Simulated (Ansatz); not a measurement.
`C[SiH2]BO` → `[CH2]` (triplet) + `OB[SiH3]` at 500 K and 1 bar (formal loss of a carbene).

Computed with Ansatz on PBE0-D4/def2-TZVP structures; ΔE is electronic, products minus reactants. CBS: MP2 limit from def2 TZ/QZ plus the TZ coupled-cluster correction, frozen cores. This one scheme is used for every species. Triplets are unrestricted, without spin–orbit coupling. Each species was taken in one conformer, which may not be the lowest.

```json
{"species": "`C[SiH2]BO`", "CCSD(T)/CBS energy (Eh)": "-431.35068", "H − E (kJ/mol)": "258.5", "S (J/(mol·K))": "398.1"}
{"species": "`[CH2]` (triplet)", "CCSD(T)/CBS energy (Eh)": "-39.09499", "H − E (kJ/mol)": "62.7", "S (J/(mol·K))": "213.9"}
{"species": "`OB[SiH3]`", "CCSD(T)/CBS energy (Eh)": "-392.07510", "H − E (kJ/mol)": "171.3", "S (J/(mol·K))": "344.4"}
```

H − E and S are ideal-gas, rigid-rotor, harmonic terms from PBE0-D4/def2-TZVP, for one conformer and one mirror image of each species, with the whole ground term of open shells counted as degenerate. 1 Eh = 2625.50 kJ/mol, R = 8.31446 J/(mol·K).

**Question.** By hand: ΔE, ΔH, ΔS and ΔG.

**Answer.** ΔE = (-39.09499) + (-392.07510) − (-431.35068) = 0.18059 Eh = 474.1 kJ/mol. Δ(H − E) = 62.7 + 171.3 − 258.5 = -24.5, so ΔH = 449.6 kJ/mol. ΔS = 213.9 + 344.4 − 398.1 = 160.2 J/(mol·K). ΔG = 449.6 − 500 × (160.2)/1000 = 369.5 kJ/mol.

**Question.** By hand: the equilibrium constant, and the temperature at which ΔG would vanish if ΔH and ΔS stayed fixed.

**Answer.** log₁₀ K = −ΔG/(RT ln 10) = -38.6. ΔG = 0 at ΔH/ΔS = 2806 K, far beyond where these terms or the molecules hold.

The number of gas molecules changes by +1, which sets the sign of ΔS. A doubt of 5 kJ/mol in ΔE shifts log₁₀ K by 0.5 here. Other conformers and mirror images would add mixing entropy, several J/(mol·K) or more a flexible species. A triplet takes part, so the spin changes. These are equilibria of isolated gas molecules and say nothing of rates. Largest T1 diagnostic: 0.014 (customary marks: 0.02 for closed shells, 0.045 for open ones).
